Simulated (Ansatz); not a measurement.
The same path of CH$_{5}$FOSSiTe (11 atoms, charge 0, multiplicity 1) was run twice with different band settings. The coordinate that changes most is the dihedral H7–O1–Si2–Te3.

Level of theory: RKS B3LYP-D4/def2-SVP in Ansatz.

Relaxed end points:

```xyz
11
Properties=species:S:1:pos:R:3
O -2.593 -0.952 0.264
Si -0.954 -0.942 -0.008
Te -0.512 -0.018 -2.329
S -0.034 0.249 1.563
C 1.385 0.993 0.690
F 2.256 0.047 0.205
H -3.020 -0.096 0.399
H -0.527 -2.356 0.078
H 1.134 -0.208 -2.124
H 1.901 1.618 1.435
H 1.030 1.608 -0.152
```

```xyz
11
Properties=species:S:1:pos:R:3
O -2.539 -0.629 0.458
Si -0.932 -0.591 0.038
Te -0.625 0.395 -2.280
S -0.114 0.667 1.583
C 1.527 1.007 0.854
F 2.241 -0.142 0.622
H -3.116 -1.191 -0.076
H -0.320 -1.947 0.003
H 0.474 -0.802 -2.670
H 2.059 1.631 1.589
H 1.410 1.546 -0.099
```

Common settings: movable images 5; climbing image yes; spring 5.0 eV/Å²; start path through a guess of the saddle point; force threshold 0.03 eV/Å; end points relaxed.

| run | optimiser | iteration limit | largest step |
| --- | --- | --- | --- |
| 1 | quadratic models (default) | 45 | default |
| 2 | fire | 50 | 0.02 Å |

(1) What does each run give, and how far can it be trusted?

Results:

(1) Run 1: converged after 15 iterations, highest image 0.068 eV above the first end. A vibrational analysis at the climbing image gives one clearly imaginary mode, 116i cm⁻¹: a first-order saddle point.
Run 2: not converged after 50 iterations, highest image 0.134 eV above the first end. The band didn't meet its force threshold, so its energies are provisional: the largest band force was still 0.05 eV/Å, and over the last iterations the top stayed at 0.14 eV.
